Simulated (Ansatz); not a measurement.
The lowest singlet and triplet of CS (SMILES [C]=S); geometries from B3LYP-D3(BJ)/def2-TZVP, each state relaxed from the structure named, with no frequency check.
Singlet at the triplet's geometry (charge 0, multiplicity 1):
```xyz
2

C      0.00000     0.00000    -1.14029
S      0.00000     0.00000     0.42761
```

A positive gap puts the triplet lower; no zero-point energy. R- takes a restricted singlet. U- takes an unrestricted singlet (broken symmetry where lower, unprojected). The triplet is unrestricted in single-reference levels. Active spaces average the two states.

Cores are frozen in the correlated methods.

Run with Ansatz (Gaussian basis) for Hartree–Fock, density functionals and correlated methods. Each number belongs to the level named beside it.

| level | gap E(singlet) − E(triplet), vertical, at the triplet's geometry (kJ/mol) |
|---|---|
| U-BHLYP/def2-TZVPP | [?] |
| U-wB97X-V/def2-TZVPP | -323.9 |
| R-CCSD/cc-pV(T+d)Z | -316.3 |
| R-CCSD/cc-pV(Q+d)Z | -317.1 |
| R-CCSDT(Q)/cc-pV(D+d)Z | -329.1 |
| SA-CASSCF(10,8)/cc-pV(D+d)Z | -329.6 |
| SA-CASSCF(10,8)/cc-pV(T+d)Z | -328.4 |
| SC-NEVPT2 on SA-CASSCF(10,8)/cc-pV(D+d)Z | -333.7 |
| FIC-MRCISD+Q on SA-CASSCF(10,8)/cc-pV(D+d)Z | -331.9 |

**Question.** What belongs in the gaps?

**Answer.** 
- U-BHLYP/def2-TZVPP, gap E(singlet) − E(triplet), vertical, at the triplet's geometry (kJ/mol): -302.5

Doubts at one or more of the structures used: a spin-contaminated determinant (R-CCSD/cc-pV(T+d)Z, R-CCSD/cc-pV(Q+d)Z, R-CCSDT(Q)/cc-pV(D+d)Z); T1 above 0.05 (R-CCSD/cc-pV(T+d)Z, R-CCSD/cc-pV(Q+d)Z, R-CCSDT(Q)/cc-pV(D+d)Z).

Ansatz is a quantum-chemistry and plane-wave program.
